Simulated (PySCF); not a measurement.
## NaSn and its ions

UHF-SCS-MP2; Na cc-pVDZ, Sn cc-pVDZ-PP with ECP28; scalar-relativistic core potentials (PySCF 2.14). Neutral (UHF): quartet (σ ↑, π ↑↑), Re = 2.958 Å, ωe = 188 cm⁻¹, De = 1.05 eV.

NaSn⁺ (UHF): triplet (σ ↑, π ↑), Re = 3.428 Å, ωe = 112 cm⁻¹, De = 0.55 eV to Na⁺ + Sn. The energies at the minima are -375.27962 hartree for NaSn and -375.07913 for NaSn⁺.

Question: Work out the adiabatic ionisation energy, without and with harmonic zero-point energies (1 hartree = 27.2114 eV, 1 eV = 8065.5 cm⁻¹), and the change of the bond length.

Answer: At UHF-SCS-MP2: 0.20049 hartree = 5.456 eV between the minima; the zero-point term (112.0 − 188.0)/2 cm⁻¹ = -0.005 eV makes it 5.451 eV. Re changes by +47.0 pm against the neutral. The electron leaves a π orbital, and the ion is left as a loose complex of an ion and an atom.

Correlated steps freeze 5 core orbitals. Correlated levels converge slowly with the basis: in double zeta they bind strong bonds too weakly, by up to about 1 eV, and carry superposition errors of some tenths. Spin–orbit coupling is left out, which matters for elements this heavy, above all for dissociation energies. For an ion De counts to the pair picked by the measured ionisation energies or electron affinities, which need not be the lowest pair at this level. States were picked by a PBE0 search and need not be the measured ground states.
